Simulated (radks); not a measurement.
Results of a calculation; reference values are marked as such.
Numerical settings for neutral gold, [Xe] 4f14 5d10 6s1. Code: a radial shooting solver on a logarithmic mesh with Libxc functionals. Model: Dirac Kohn-Sham, LDA (Slater exchange, Perdew-Wang correlation), spin-unpolarised, spherical densities, finite nucleus; Fermi nuclear charge, rms radius 5.4371 fm. The defaults (mesh step 0.008 in ln r, mesh end at 40 bohr or more with all orbitals vanishing there, Anderson mixing 0.5 over 9 steps, residual threshold near 1e-9 with the energy settled to 1e-9 hartree or 1e-11 of itself, here a cap of 84 iterations) give E = -19033.254 hartree and 6s1/2 at -6.093 eV in 16 iterations. Run on one thread of a shared host, so times are rough (Intel(R) Xeon(R) 6975P-C): 0.14 s of CPU time, 0.14 s wall, 16 iterations on 2440 mesh points. Changes against that run (0 stands for a change within the tolerance of the run):

setting                    iterations         converged  E (mhartree)  e(6s1/2) (meV)  CPU (s)
mesh step in ln r 0.03             16               yes       +0.0124               0     0.04
mesh step in ln r 0.012            16               yes             0               0      0.1
mesh step in ln r 0.12              4                no      diverged               -     0.01
mesh end (bohr) 5                  15               yes         +68.7       +1.95e+03     0.12
mesh end (bohr) 1                  13  level above zero     +3.07e+05       +1.29e+06     0.09
residual threshold 1e-05           12               yes             0         -0.0885     0.12
residual threshold 1e-13           24               yes             0               0     0.19
mixing 0.01                        27               yes             0               0     0.23
linear mixing, mixing 1            84                no      +1.4e+06        +6.1e+03      3.4
linear mixing, mixing 0.5          30               yes             0               0     0.22
mixing history 3                   17               yes             0               0     0.14
iteration cap 3                     3                no         +67.8            -486     0.04

Settled on a wrong energy, with an occupied level pushed above zero by the early mesh end: mesh end (bohr) 1 (+307 hartree). Apart from these: settings that end as converged yet miss the energy by more than 1 mhartree: mesh end (bohr) 5 (+0.0687 hartree). A mesh that ends early acts as a hard wall.
